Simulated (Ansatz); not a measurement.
Cartesian coordinates (Å):
```xyz
5

Cl    -1.7879    -1.2097    -0.6861
Sn     0.0051    -0.0084     0.1687
Cl    -0.2120     2.1836    -0.5638
Cl     1.9390    -0.8724    -0.7811
H      0.0559    -0.0930     1.8623
```
Charge 0, spin multiplicity 1.

Method: frozen-core CCSD(T)/def2-TZVPP // B3LYP-D3(BJ)/def2-TZVP in Ansatz (a first-principles code).

```json
{
 "HF energy": "-1592.61277 Ha",
 "MP2 correlation energy": "-0.87670 Ha"
}
```

Estimate the CCSD correlation energy, the (T) correction, the total energy and the T1 diagnostic.


```json
{
  "CCSD correlation energy": "-0.91872 Ha",
  "(T) correction": "-0.03615 Ha",
  "CCSD(T) total energy": "-1593.56765 Ha",
  "T1 diagnostic": "0.011"
}
```
